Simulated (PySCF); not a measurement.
Job file and geometry (Å, from PBE0-D3(BJ)/def2-SVP) of an NMR shielding run on `CC#C[Si@@H](P)PB(C)C`, C$_{5}$H$_{13}$BP$_{2}$Si, GIAO PBE/pcSseg-1 NMR shielding, non-relativistic, gas phase (PySCF); density fitting, a coarse starting grid and PySCF grid level 2 are the driver's defaults:

```
$ OMP_NUM_THREADS=1 python probes_run.py task.json out

{"job": {"kind": "nmr", "xc": "PBE", "basis": "pcSseg-1", "pop": false}, "charge": 0, "multiplicity": 1}
C      4.818970     0.902036     0.082444
C      3.476037     0.393064    -0.118785
C      2.346040    -0.033587    -0.291095
Si     0.653126    -0.677354    -0.496090
P      0.506047    -2.917981    -0.191207
P     -0.630495     0.256411     1.099551
B     -2.315597     0.307826     0.205035
C     -2.950368    -1.026084    -0.330490
C     -3.099585     1.663417     0.079210
H      5.194758     0.638406     1.083456
H      5.515161     0.485259    -0.662136
H      4.842376     1.999269    -0.009699
H      0.193154    -0.399826    -1.891840
H      1.282481    -2.878579     1.006799
H      1.626597    -3.203377    -1.032045
H     -0.187976     1.604367     0.962518
H     -3.401022    -0.869391    -1.325499
H     -2.292779    -1.906319    -0.369816
H     -3.796830    -1.275609     0.336977
H     -4.193440     1.531045     0.100071
H     -2.810626     2.439010     0.803403
H     -2.857372     2.064033    -0.924445
```

Question: What does the program print?

Answer: 
```
coarse grid: 19448 points
cycle   1  E = -1194.3174701267  dE =  4.385e-01  |g| = 7.612e-01  |ddm| = 4.479e+00
cycle   2  E = -1194.1049975330  dE =  2.125e-01  |g| = 1.128e+00  |ddm| = 2.102e+00
cycle   3  E = -1194.4606869522  dE = -3.557e-01  |g| = 2.404e-01  |ddm| = 1.458e+00
cycle   4  E = -1194.4734149548  dE = -1.273e-02  |g| = 1.121e-01  |ddm| = 2.694e-01
cycle   5  E = -1194.4762333654  dE = -2.818e-03  |g| = 4.212e-02  |ddm| = 1.333e-01
cycle   6  E = -1194.4767642049  dE = -5.308e-04  |g| = 7.349e-03  |ddm| = 6.491e-02
cycle   7  E = -1194.4767792899  dE = -1.509e-05  |g| = 3.526e-03  |ddm| = 1.920e-02
cycle   8  E = -1194.4767832598  dE = -3.970e-06  |g| = 5.612e-04  |ddm| = 6.668e-03
final grid: 172864 points
cycle   9  E = -1194.5468397657  dE = -2.985e-05  |g| = 1.491e-02  |ddm| = 5.384e-02
cycle  10  E = -1194.5467344312  dE =  1.053e-04  |g| = 2.429e-02  |ddm| = 3.931e-02
cycle  11  E = -1194.5468917309  dE = -1.573e-04  |g| = 5.132e-03  |ddm| = 2.776e-02
cycle  12  E = -1194.5468987010  dE = -6.970e-06  |g| = 1.111e-03  |ddm| = 4.985e-03
cycle  13  E = -1194.5468990208  dE = -3.198e-07  |g| = 3.396e-04  |ddm| = 1.736e-03
cycle  14  E = -1194.5468990566  dE = -3.580e-08  |g| = 5.966e-05  |ddm| = 5.420e-04
cycle  15  E = -1194.5468990576  dE = -9.843e-10  |g| = 2.556e-05  |ddm| = 1.297e-04
converged SCF energy = -1194.5468990576

GIAO shielding tensors (ppm)
atom      isotropic    diamagn.    paramagn.     s11        s22        s33       span
  0 C      173.709     252.879     -79.170    163.701    164.073    193.353     29.652
  1 C       65.030     275.091    -210.061    -22.381    -20.234    237.704    260.085
  2 C       96.613     258.967    -162.355      6.812     16.184    266.842    260.030
  3 Si     387.112     885.370    -498.258    345.345    390.873    425.117     79.772
  4 P      544.920     968.449    -423.529    492.114    559.810    582.835     90.721
  5 P      470.427     972.707    -502.280    405.447    422.134    583.700    178.252
  6 B        2.518     195.314    -192.795    -70.683    -40.398    118.637    189.320
  7 C      163.558     250.961     -87.403    142.998    171.188    176.488     33.490
  8 C      160.472     251.440     -90.968    142.206    160.534    178.676     36.470
  9 H       29.156      28.077       1.079     24.333     27.693     35.440     11.107
 10 H       29.189      24.874       4.315     24.285     27.486     35.797     11.512
 11 H       29.193      29.539      -0.345     24.234     27.671     35.676     11.442
 12 H       26.094      31.910      -5.816     22.754     25.263     30.265      7.510
 13 H       29.156      30.353      -1.197     25.144     26.963     35.361     10.217
 14 H       28.954      29.475      -0.521     24.452     26.048     36.361     11.909
 15 H       28.351      34.358      -6.007     23.086     28.033     33.933     10.847
 16 H       30.225      29.650       0.575     26.921     28.979     34.775      7.854
 17 H       29.349      32.307      -2.958     23.494     29.302     35.250     11.756
 18 H       30.450      28.140       2.310     26.342     28.635     36.374     10.032
 19 H       30.016      27.972       2.044     26.105     28.755     35.186      9.081
 20 H       29.778      31.071      -1.293     25.763     30.062     33.509      7.747
 21 H       30.340      30.627      -0.287     27.527     28.746     34.747      7.220
```

Size and cost of the density-fitted run: 239 basis functions, 57 s wall time on 1 thread of an Arm Neoverse V2, shared host; peak memory 1.1 GiB.
